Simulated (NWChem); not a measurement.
System: tellurium hexafluoride (TeF6); SMILES F[Te](F)(F)(F)(F)F

NWChem input:

```
start job
memory heap 200 mb stack 900 mb global 1100 mb
geometry units angstroms noautoz
  F      0.349915     1.306171     1.344479
  Te     0.000000     0.000000     0.000000
  F     -0.313516    -1.307666     1.351998
  F      0.313516     1.307666    -1.351998
  F     -1.848093     0.469146     0.025199
  F      1.848093    -0.469146    -0.025199
  F     -0.349915    -1.306171    -1.344479
end
basis spherical
  * library def2-svpd
end
ecp
  Te library def2-ecp
end
dft
  xc pbe0
  iterations 150
  semidirect filesize 400000000
  mulliken
end
task dft gradient
```

Parts of the log:

```
             Northwest Computational Chemistry Package (NWChem) 7.3.0
             --------------------------------------------------------

 CI  symmetry detected

                             Geometry "geometry" -> ""
                             -------------------------

 Output coordinates in angstroms (scale by  1.889725989 to convert to a.u.)

  No.       Tag          Charge          X              Y              Z
 ---- ---------------- ---------- -------------- -------------- --------------
    1 F                    9.0000     0.74107226    -0.15597107     1.75003768
    2 Te                  52.0000     0.00000000     0.00000000     0.00000000
    3 F                    9.0000    -1.32545266    -1.29641033     0.44573169
    4 F                    9.0000     1.32545266     1.29641033    -0.44573169
    5 F                    9.0000    -1.15332684     1.38967084     0.61223593
    6 F                    9.0000     1.15332684    -1.38967084    -0.61223593
    7 F                    9.0000    -0.74107226     0.15597107    -1.75003768

 Effective nuclear repulsion energy (a.u.)    1003.7013906559

      Symmetry information
      --------------------

 Group name             Ci
 Group number              3
 Group order               2
 No. of unique centers     4

                                 NWChem DFT Module
                                 -----------------

 Summary of "ao basis" -> "ao basis" (spherical)
 ------------------------------------------------------------------------------
       Tag                 Description            Shells   Functions and Types
 ---------------- ------------------------------  ------  ---------------------
 F                         def2-svpd                 9       23   4s3p2d
 Te                        def2-svpd                13       35   5s5p3d

      Symmetry analysis of basis
      --------------------------

        ag         89
        au         84

            General Information
            -------------------
          SCF calculation type: DFT
          Wavefunction type:  closed shell.
          No. of atoms     :     7
          No. of electrons :    78
           Alpha electrons :    39
            Beta electrons :    39
          Charge           :     0
          Spin multiplicity:     1
          Use of symmetry is: on ; symmetry adaption is: on
          Maximum number of iterations: 150
          AO basis - number of functions:   173
                     number of shells:    67
          Convergence on energy requested:  1.00D-06
          Convergence on density requested:  1.00D-05
          Convergence on gradient requested:  5.00D-04

              XC Information
              --------------
                         PBE0 Method XC Functional
                     Hartree-Fock (Exact) Exchange  0.250
          PerdewBurkeErnzerhof Exchange Functional  0.750
            Perdew 1991 LDA Correlation Functional  1.000 local
           PerdewBurkeErnz. Correlation Functional  1.000 non-local

             Grid Information
             ----------------
          Grid used for XC integration:  medium
          Radial quadrature: Mura-Knowles
          Angular quadrature: Lebedev.
          Tag              B.-S. Rad. Rad. Pts. Rad. Cut. Ang. Pts.
          ---              ---------- --------- --------- ---------
          F                   0.50       49          12.0       434
          Te                  1.40      123          10.0       590
          Grid pruning is: on
          Number of quadrature shells:   270
          Spatial weights used:  Erf1

      Superposition of Atomic Density Guess
      -------------------------------------

 Sum of atomic energies:        -907.00503088

      Non-variational initial energy
      ------------------------------

 Total energy =    -863.192619
 1-e energy   =   -2467.001585
 2-e energy   =    1019.703139
 HOMO         =      -0.619948
 LUMO         =      -0.168614

      Symmetry analysis of molecular orbitals - initial
      -------------------------------------------------

  Numbering of irreducible representations:

     1 ag          2 au

  Orbital symmetries:

     1 ag          2 au          3 au          4 au          5 ag
     6 ag          7 ag          8 au          9 au         10 au
    11 ag         12 ag         13 ag         14 ag         15 ag
    16 ag         17 au         18 au         19 au         20 ag
    21 ag         22 ag         23 au         24 au         25 au
    26 ag         27 ag         28 ag         29 ag         30 ag
    31 au         32 au         33 au         34 au         35 au
    36 au         37 ag         38 ag         39 ag         40 ag
    41 au         42 au         43 au         44 ag         45 au
    46 au         47 au         48 ag         49 ag

------------------------------------------------------------
EAF file 0: "./job.aoints.0" size=334495744 bytes
------------------------------------------------------------
               write      read    awrite     aread      wait
               -----      ----    ------     -----      ----
     calls:      638         0         0         0         0
   data(b): 3.34e+08  0.00e+00  0.00e+00  0.00e+00
   time(s): 0.00e+00  0.00e+00  0.00e+00  0.00e+00  0.00e+00
rate(mb/s): 0.00e+00  0.00e+00
------------------------------------------------------------

     ---------------------------------------------
      Total Density - Mulliken Population Analysis
     ---------------------------------------------

    Atom       Charge   Shell Charges
 -----------   ------   -------------------------------------------------------
    1 F    9     9.76   1.99  1.15  0.80  0.04  3.44  2.15  0.18  0.00  0.01
    2 Te  24    19.46   1.77  0.25  0.77 -0.27  0.01  2.95  3.06  0.83 -0.26 -0.03  9.86  0.51  0.01
    3 F    9     9.76   1.99  1.15  0.80  0.04  3.44  2.15  0.18  0.00  0.01
    4 F    9     9.76   1.99  1.15  0.80  0.04  3.44  2.15  0.18  0.00  0.01
    5 F    9     9.76   1.99  1.15  0.80  0.04  3.44  2.15  0.18  0.00  0.01
    6 F    9     9.76   1.99  1.15  0.80  0.04  3.44  2.15  0.18  0.00  0.01
    7 F    9     9.76   1.99  1.15  0.80  0.04  3.44  2.15  0.18  0.00  0.01

   convergence    iter        energy       DeltaE   RMS-Dens  Diis-err
 ---------------- ----- ----------------- --------- --------- ---------
 d= 0,ls=0.0,diis     1   -865.7273676070 -1.45D+03  2.42D-02  2.73D+00
 d= 0,ls=0.0,diis     2   -865.4147030721  3.13D-01  1.23D-02  7.16D+00
 d= 0,ls=0.0,diis     3   -866.0512661251 -6.37D-01  1.08D-03  3.03D-02
 d= 0,ls=0.0,diis     4   -866.0536796129 -2.41D-03  2.05D-04  4.62D-03
 d= 0,ls=0.0,diis     5   -866.0540243151 -3.45D-04  1.28D-05  3.83D-06
 d= 0,ls=0.0,diis     6   -866.0540246097 -2.95D-07  3.47D-06  2.11D-07

         Total DFT energy =     -866.054024609699
      One electron energy =    -2462.440772814599
           Coulomb energy =     1095.184787228615
    Exchange-Corr. energy =      -82.903866344082
 Nuclear repulsion energy =      584.105827320366

 Numeric. integr. density =       78.000010491997

                  Occupations of the irreducible representations
                  ----------------------------------------------

                     irrep           alpha         beta
                     --------     --------     --------
                     ag               21.0         21.0
                     au               18.0         18.0

                       DFT Final Molecular Orbital Analysis
                       ------------------------------------

 Vector   37  Occ=2.000000D+00  E=-4.806521D-01  Symmetry=ag
              MO Center=  2.6D-14, -3.1D-14, -1.4D-14, r^2= 4.1D+00
   Bfn.  Coefficient  Atom+Function         Bfn.  Coefficient  Atom+Function
  ----- ------------  ---------------      ----- ------------  ---------------
    64      0.253105  3 F  py                87     -0.253105  4 F  py
   109      0.241429  5 F  px               132     -0.241429  6 F  px
   110      0.236088  5 F  py               133     -0.236088  6 F  py
    63     -0.210116  3 F  px                86      0.210116  4 F  px
    67     -0.167148  3 F  py                90      0.167148  4 F  py

 Vector   38  Occ=2.000000D+00  E=-4.806342D-01  Symmetry=ag
              MO Center= -9.0D-15,  1.2D-14,  8.4D-15, r^2= 4.1D+00
   Bfn.  Coefficient  Atom+Function         Bfn.  Coefficient  Atom+Function
  ----- ------------  ---------------      ----- ------------  ---------------
   111      0.318639  5 F  pz               134     -0.318639  6 F  pz
     6     -0.255295  1 F  py               156      0.255295  7 F  py
   114     -0.210427  5 F  pz               137      0.210427  6 F  pz
     5      0.207898  1 F  px               155     -0.207898  7 F  px
     9      0.168597  1 F  py               159     -0.168597  7 F  py

[...]

                         DFT ENERGY GRADIENTS

    atom               coordinates                        gradient
                 x          y          z           x          y          z
   1 F       1.400424  -0.294743   3.307092    0.006349  -0.001336   0.014992
   2 Te      0.000000   0.000000   0.000000    0.000000   0.000000   0.000000
   3 F      -2.504742  -2.449860   0.842311   -0.011360  -0.011110   0.003820
   4 F       2.504742   2.449860  -0.842311    0.011360   0.011110  -0.003820
   5 F      -2.179472   2.626097   1.156958   -0.009882   0.011906   0.005245
   6 F       2.179472  -2.626097  -1.156958    0.009882  -0.011906  -0.005245
   7 F      -1.400424   0.294743  -3.307092   -0.006349   0.001336  -0.014992
```

Level: PBE0/def2-SVPD with def2 effective core potentials on Te. The geometry was optimised at PBE-D3(BJ)/def2-SVP. No frequency run checked for a minimum. def2 effective core potentials on Te; no spin-orbit coupling.
